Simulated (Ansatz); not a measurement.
Cost and result for the atomization energy of FGeH5O2Si, SMILES `[OH][GeH2][SiH](O)F` (10 atoms, 9 bonds).

```xyz
10

O     1.1462   -1.7295    0.6750
Ge   -0.0535   -1.1235   -0.5089
Si   -0.5622    1.0582    0.2985
O     0.6699    2.0329   -0.1468
F    -1.9272    1.5381   -0.3896
H     1.4709   -2.6057    0.4573
H     0.5650   -1.1242   -1.9231
H    -1.2807   -2.0618   -0.5118
H    -0.7996    1.1337    1.7626
H     0.7713    2.8818    0.2868
```

Total charge 0; spin multiplicity 1. Correlated methods include outer-core shells of Ge, which these sets cover unevenly. Scalar relativity is left out up to krypton. Geometry: relaxed with PBE0-D4/def2-TZVP. It is one conformer, not always the lowest. Program: Ansatz. All runs use 4 threads of a server CPU on a shared host. Times are those of one run each, without the atoms' runs, and a repeat can differ threefold. Electronic energies, without spin–orbit coupling; frozen cores. CCSD(T)/CBS adds CCSD(T) − MP2 in def2-TZVPP to the MP2 limit, and its time is that of the two runs behind it. T1 = 0.012. With those shells the extrapolation isn't a true limit. B3LYP takes the VWN-RPA correlation (the form of Gaussian; ORCA's B3LYP/G).

CCSD(T)/CBS is a level of theory with its own doubt, some kJ/mol a heavy atom from the limit and from the frozen cores, so smaller differences don't rank the functionals.

| level | functions | wall time |
| --- | --- | --- |
| PBE-D4/def2-TZVPP (with forces) | 253 | 4.6 s |
| PBE0-D4/def2-TZVPP | 253 | 6.5 s |
| r2SCAN-D4/def2-TZVPP (with forces) | 253 | 9 s |
| B3LYP-D4/def2-TZVPP (with forces) | 253 | 10 s |
| B2PLYP/def2-TZVPP | 253 | 12 s |
| ωB97X-V/def2-TZVPP | 253 | 16 s |
| ωB97M-V/def2-TZVPP (with forces) | 253 | 22 s |
| MP2/def2-QZVPP | 480 | 52 s |
| CCSD(T)/def2-TZVPP | 253 | 8.9 min |
| CCSD(T)/CBS(def2) | – | 9.7 min |

Q: What atomization energy does each give, and how far from CCSD(T)/CBS? (Estimate.)

A: Computed: 
| level | atomization (kJ/mol) | difference from CCSD(T)/CBS | per bond |
| --- | --- | --- | --- |
| PBE-D4/def2-TZVPP (with forces) | 3487.0 | -12.9 | -1.4 |
| PBE0-D4/def2-TZVPP | 3410.7 | -89.2 | -9.9 |
| r2SCAN-D4/def2-TZVPP (with forces) | 3472.2 | -27.7 | -3.1 |
| B3LYP-D4/def2-TZVPP (with forces) | 3440.8 | -59.1 | -6.6 |
| B2PLYP/def2-TZVPP | 3424.0 | -75.9 | -8.4 |
| ωB97X-V/def2-TZVPP | 3486.7 | -13.2 | -1.5 |
| ωB97M-V/def2-TZVPP (with forces) | 3463.9 | -36.0 | -4.0 |
| MP2/def2-QZVPP | 3533.7 | 33.8 | 3.8 |
| CCSD(T)/def2-TZVPP | 3397.6 | -102.3 | -11.4 |
| CCSD(T)/CBS(def2) | 3499.9 | 0.0 | 0.0 |

From PBE to PBE0 (25 % exact exchange), in def2-TZVPP and without D4, the atomization energy moves by −73.3 kJ/mol: exact exchange takes away binding that semilocal exchange gives to molecules. In def2-TZVPP, CCSD(T) changes the Hartree–Fock value by +944.0 kJ/mol (the triples alone add +52.0 kJ/mol) and MP2 by +1018.5 kJ/mol; breaking electron pairs costs correlation energy, which Hartree–Fock lacks. The D4 term adds +32.7 kJ/mol with B3LYP and +17.2 kJ/mol with PBE0; it sums over pairs of atoms, weighted by their polarisabilities, and B3LYP, whose exchange is more repulsive, gets the larger term.
